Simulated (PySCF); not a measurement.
GeF2, SMILES [F][Ge][F] (connectivity only; charge and spin as stated), neutral, multiplicity 1. Geometry: B3LYP-D3(BJ)/def2-TZVP. The isomer is the one that the SMILES or the coordinates give; other isomers of the formula were not compared.

Level of theory: B3LYP-D3(BJ)/def2-TZVP (PySCF).

Harmonic wavenumbers (cm⁻¹): 253, 649, 675. Rotational constants (GHz): 15.05, 7.620, 5.059; symmetry number 2.

Q: Work out the zero-point energy and the ideal-gas rigid-rotor harmonic-oscillator thermochemistry at 298.15 K and 1 atm.

A: ZPE = ½ Σ hcν = ½ × 1577 cm⁻¹ = 2.25 kcal/mol. H − E(el) = 5.09 kcal/mol. Entropy in cal/(mol K): translation 40.02, rotation 22.45, vibration 2.42, total 64.89. G − E(el) = -14.26 kcal/mol. Cp = 11.51 cal/(mol K).
